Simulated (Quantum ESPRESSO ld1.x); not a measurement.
Se2+, configuration [Ar] 3d10 4s2 4p2. Method: scalar-relativistic Kohn-Sham, LDA (Slater exchange, Perdew-Zunger correlation), spin-polarised, spherical densities, point nucleus; open shells are filled with parallel spins first; computed with ld1.x of Quantum ESPRESSO 7.5. Some entries of the table are withheld. Estimate them.

orbital,occ.,eigenvalue (hartree),<1/r> (bohr^-1)
1s up,1,-459.618,34.51
1s down,1,-459.612,34.51
2s up,1,-59.8121,7.620
2s down,1,-59.8089,7.620
2p up,3,-52.7661,7.470
2p down,3,-52.7614,7.470
3s up,1,-8.65225,2.486
3s down,1,-8.64550,2.486
3p up,3,-6.44884,2.336
3p down,3,-6.44107,2.337
3d up,5,(1),(2)
3d down,5,(3),(4)
4s up,1,-1.41972,0.7844
4s down,1,-1.35401,0.7872
4p up,2,-0.97090,0.6622
4p down,0,-0.90567,0.6581

Answer. 
(1) 3d up eigenvalue (hartree): -2.79825
(2) 3d up <1/r> (bohr^-1): 2.033
(3) 3d down eigenvalue (hartree): -2.78744
(4) 3d down <1/r> (bohr^-1): 2.038
